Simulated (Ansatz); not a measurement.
Species: SiHF, charge 0, triplet. This triplet is an excited state, 1.7 eV above the singlet at CCSD(T)/cc-pV(5+d)Z (Ansatz, a quantum-chemistry and plane-wave program). SiHF (SMILES F[SiH], triplet).
B3LYP-D3(BJ)/def2-TZVP minimum from Ansatz:
```
Si
F 1 1.6138
H 1 1.4942 2 113.69
```
Charge 0, spin multiplicity 3.

Hartree-Fock and MP2 correlation energies in hartree (Ansatz). Open shells are spin-unrestricted; no spin-orbit coupling. Correlated methods leave the cores frozen. No relativity. The spin of HFSi (F[SiH], triplet) was assumed, and the state is the lowest solution found for it.

```tsv
basis	X	E(HF)	E(corr, MP2)
cc-pV(T+d)Z	3	-388.97401	-0.33180
cc-pV(Q+d)Z	4	-388.98808	-0.36193
cc-pV(5+d)Z	5	-388.99106	withheld
```

### Question
Fit E(corr) = E∞ + A/X³ to X = 3 and 4, predict X = 5, and compare with the run.

### Answer
A = (-0.33180 - (-0.36193))/(1/27 - 1/64) = 1.4072; E∞ = -0.36193 - A/64 = -0.38392; at X = 5, E∞ + A/125 = -0.37266. The run gave -0.37478, 2.12 mEh below the prediction. The same form on X = 4 and 5 gives E∞ = -0.38826, 4.35 mEh below the first estimate.
